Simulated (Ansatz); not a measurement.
Gas-phase electronic energies from Ansatz, PBE0-D4/def2-TZVP geometries. CBS: MP2 limit from def2 TZ/QZ plus the TZ coupled-cluster correction, frozen cores. Functionals use def2-TZVPP. B3LYP here is the variant with VWN-RPA as its local correlation; programs differ in this. Each species was taken in one conformer, which may not be the lowest.

Reaction (isomerisation): `BCCBO` → `CBCBO`

`BCCBO`:

Cartesian coordinates in Å:
```
B -1.440 1.326 1.122
C -0.113 0.803 0.520
C -0.120 -0.522 -0.253
B 1.179 -0.785 -1.094
O 1.807 -1.982 -1.155
H -2.500 0.905 0.750
H -1.427 2.213 1.928
H 0.701 0.838 1.253
H 0.149 1.631 -0.170
H -0.341 -1.352 0.431
H -0.959 -0.506 -0.965
H 1.677 0.088 -1.753
H 1.387 -2.657 -0.614
```

`CBCBO`:

Cartesian coordinates in Å:
```
C -0.068 -0.797 1.757
B -0.577 -0.745 0.285
C 0.307 -0.300 -0.914
B -0.184 1.121 -1.376
O 0.524 2.254 -1.154
H 0.912 -0.347 1.930
H 0.004 -1.859 2.035
H -0.793 -0.375 2.461
H -1.718 -1.055 0.066
H 0.091 -0.958 -1.767
H 1.378 -0.309 -0.687
H -1.233 1.272 -1.936
H 1.358 2.098 -0.701
```

```tsv
level	ΔE (kJ/mol)
B3LYP-D4	-83.2
ωB97M-V	-83.1
PBE0	-85.3
B3LYP	-82.9
MP2/def2-TZVPP	-83.5
SCS-MP2/def2-TZVPP	-78.7
CCSD(T)/def2-TZVPP	-81.1
MP2/def2-QZVPP	-83.5
```

**Question.** What does CCSD(T)/CBS give? (Best estimate.)

**Answer.** Computed: -81.2 kJ/mol. The listed levels differ from it by -2.0, -1.9, -4.1, -1.7, -2.3, 2.5, 0.1, -2.3 kJ/mol.

Largest T1 diagnostic among the species: 0.012.

In def2-TZVPP, CCSD(T) changes the Hartree–Fock value by −8.2 kJ/mol (the triples alone add −1.4 kJ/mol) and MP2 by −10.6 kJ/mol.
